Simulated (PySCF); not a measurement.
Vertical excitation energies

Species: CH₁₀SSi₃.
InChI=1S/CH10SSi3/c1-4-2-5-3/h4-5H2,1,3H3

Computed with TDDFT CAM-B3LYP/def2-SVPD, vertical, gas phase, core orbitals frozen in the response (PySCF 2.14.0, density-fitted response routines). Geometry: GFN2-xTB, one conformer, isolated molecule. Torsions of this conformer, `[CH3:1][SiH2:2][S:3][SiH2:4][SiH3:5]`: C1–Si2–S3–Si4 180°, Si2–S3–Si4–Si5 71°.

What does the calculation give for the low-lying excited states?

```tsv
state	E (eV)	ν̃ (cm⁻¹)	f	main configurations (H = HOMO, L = LUMO)
S1	5.60	45190	0.020	H→L (95%)
S2	6.04	48750	0.0015	H→L+1 (89%)
S3	6.22	50140	0.0013	H→L+2 (66%), H→L+3 (8%)
S4	6.75	54450	0.034	H→L+4 (42%), H→L+3 (24%), H→L+2 (10%)
S5	6.87	55440	0.0017	H→L+3 (42%), H→L+4 (30%)
S6	7.06	56960	0.078	H-1→L (68%), H→L+5 (14%)
S7	7.13	57480	0.054	H→L+5 (41%), H→L+2 (12%), H→L+3 (11%)
S8	7.38	59560	0.034	H-1→L+1 (48%), H→L+7 (12%)
```

Triplets, Tamm–Dancoff:

| state | E (eV) | λ (nm) | main configurations (H = HOMO, L = LUMO) |
| --- | --- | --- | --- |
| T1 | 5.20 | 238.7 | H→L (89%) |
| T2 | 5.78 | 214.6 | H→L+1 (75%) |
| T3 | 5.92 | 209.4 | H→L+2 (54%) |

The lowest singlet lies at 5.60 eV (221 nm, ultraviolet) and is weak; its leading configuration is HOMO→LUMO (95%). The strongest level in the table is S6 at 7.06 eV (176 nm, f = 0.078). Löwdin shares by element: HOMO sulfur 65%, silicon 24%; LUMO silicon 47% or more, sulfur 21%, hydrogen 7% or more (atoms not listed hold the other 26%). Orbital energies (eV): HOMO-3 -10.57, HOMO-2 -10.40, HOMO-1 -9.59, HOMO -8.29, LUMO 0.54, LUMO+1 0.83, LUMO+2 1.03. The oscillator strengths of these states sum to 0.224; summed over the whole spectrum of an exact calculation they would give the number of electrons, 74 (Thomas–Reiche–Kuhn). The listed states span 1.78 eV, and the widest gap between neighbours is 0.53 eV (S3 to S4). Only the lowest 8 singlets were computed, as vertical energies without vibronic structure.

Without π bonds the low states are Rydberg-like; a valence basis with one diffuse set may place them up to an eV too high.
